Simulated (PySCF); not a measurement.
**Two-component Hartree-Fock for Pd²⁺ (palladium, charge +2)**

Start: [Kr] 4d8; 4d3/2 filled at m_j = -3/2, -1/2, +1/2, +3/2; 4d5/2 filled at m_j = -1/2, +1/2, +3/2, +5/2. Calculated with PySCF 2.14 in x2c-SVPall-2c (6s8p6d1f, 67 functions): generalised Hartree-Fock with the X2C-1e Hamiltonian and a Gaussian nucleus; one run each with spin-orbit coupling (SO) switched off, then screened by Boettger's factors.

```csv
spinor shell,electrons,"ε, spin-free (eV)","ε, screened SO (eV)",weight of nominal j (screened SO),"rms radius, screened SO (bohr)"
1s1/2,2,-24497.4,-24495.7,1.000,0.0366
2s1/2,2,-3681.7,-3681.2,1.000,0.150
2p1/2,2,-3297.6,-3408.1,1.000,0.130
2p3/2,4,-3297.6,-3246.3,1.000,0.135
3s1/2,2,-720.82,-720.64,1.000,0.403
3p1/2,2,-591.14,-611.06,1.000,0.399
3p3/2,4,-591.14,-581.77,1.000,0.410
3d3/2,4,-385.38,-388.91,0.997,0.387
3d5/2,6,-385.38,-382.83,0.998,0.390
4s1/2,2,-130.38,-130.32,1.000,1.01
4p1/2,2,-90.682,-95.278,0.948,1.10
4d3/2,4,-34.429,-34.890,0.699,1.48
4d5/2,4,-34.429,-33.985,0.735,1.49
```

Task: Where does 4p3/2 lie, and what is the 4p spin-orbit splitting (screened SO)?

Result: At -88.435 eV, 6.843 eV above 4p1/2.

```
   quantity    spin-free  screened SO
E (hartree)  -5040.99243  -5041.83163
        M_J            4            4
       ⟨J²⟩       20.007       20.007
       ⟨L²⟩       12.006       12.063
       ⟨S²⟩        2.002        2.002
```

Each row is a mean over spinors that exchange with the open shell spreads, by up to 7.962 eV (4p3/2).

Rows whose weight is well below 1 are mixtures of j = l ± 1/2: exchange outweighs spin-orbit coupling there, and the label is only the starting occupation.

Breit and QED terms are absent; they matter most for the inner s and p1/2 levels.

Densities and radii are taken from the X2C orbitals without a picture-change correction, which distorts them close to the nucleus.

Without spin-orbit coupling the j labels of p, d and f shells carry no meaning; the spin-free column gives the mean over the occupied spinors of each nl shell.
